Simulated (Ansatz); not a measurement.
Consider the redistribution: `[OH][GaH][F]` + `B[SiH2]N` → `[BH2][GaH][OH]` + `N[SiH2]F`.

Computed with Ansatz on PBE0-D4/def2-TZVP structures; ΔE is electronic, products minus reactants. CCSD(T)/CBS is the MP2 limit (def2-TZVPP, def2-QZVPP) plus CCSD(T) − MP2 in def2-TZVPP, frozen cores. Functionals use def2-TZVPP. B3LYP here is the variant with VWN-RPA as its local correlation; programs differ in this. For Ga outer-core shells are correlated without core-valence functions, which leaves a few kJ/mol of doubt a bond. Scalar relativity is left out up to krypton. Each species was taken in one conformer, which may not be the lowest.

`[OH][GaH][F]`:

Z-matrix (Å, degrees):
```
Ga
O 1 1.771
F 1 1.746 2 111.1
H 1 1.545 2 128.8 3 180.0
H 2 0.959 1 114.5 3 -180.0
```

`B[SiH2]N`:

Z-matrix (Å, degrees):
```
Si
N 1 1.724
B 1 2.002 2 111.8
H 1 1.490 2 107.5 3 -124.1
H 1 1.506 2 115.5 3 118.8
H 2 1.007 1 120.4 3 176.1
H 2 1.007 1 119.2 3 -40.9
H 3 1.197 1 120.1 2 -164.6
H 3 1.197 1 122.8 2 18.7
```

`[BH2][GaH][OH]`:

Cartesian coordinates in Å:
```
B 1.311 -0.168 0.404
Ga -0.682 -0.490 -0.106
O -1.701 0.890 -0.645
H 1.643 0.098 1.523
H 2.192 -0.246 -0.403
H -1.513 -1.818 -0.105
H -1.249 1.735 -0.668
```

`N[SiH2]F`:

```xyz
7

N    -0.648   -0.675    0.471
Si    0.335    0.406   -0.389
F     1.561    1.009    0.451
H    -0.369   -1.627    0.644
H    -1.331   -0.359    1.138
H    -0.491    1.567   -0.789
H     0.943   -0.321   -1.525
```

```tsv
level	ΔE (kJ/mol)
B3LYP-D4	-73.5
B2PLYP	-73.8
HF/def2-SVP	-57.0
MP2/def2-SVP	-50.3
```

(1) What does CCSD(T)/CBS give? (Estimate.)

(2) What do rigid-rotor, harmonic-oscillator terms from PBE0-D4/def2-TZVP frequencies (298.15 K, 1 bar) make of the CCSD(T)/CBS value? (Best estimate.)

Largest T1 diagnostic among the species: 0.015.

## Answers

(1) Ansatz gave: -79.1 kJ/mol. The listed levels differ from it by 5.6, 5.3, 22.1, 28.8 kJ/mol.

(2) Computed: ΔZPE = +3.6 kJ/mol, ΔH = -76.3 kJ/mol, ΔS = -5 J/(mol·K), ΔG = -74.9 kJ/mol.

Leaving LDA and LC-ωPBE aside and taking each functional with its dispersion term where it has one, the values, not all of them listed here, spread over 13.4 kJ/mol, from BHLYP-D4 to revPBE-D4. LDA lies −5.5 kJ/mol from PBE without D4. From BLYP to BHLYP (50 % exact exchange), in def2-TZVPP and without D4, ΔE moves by −4.9 kJ/mol.
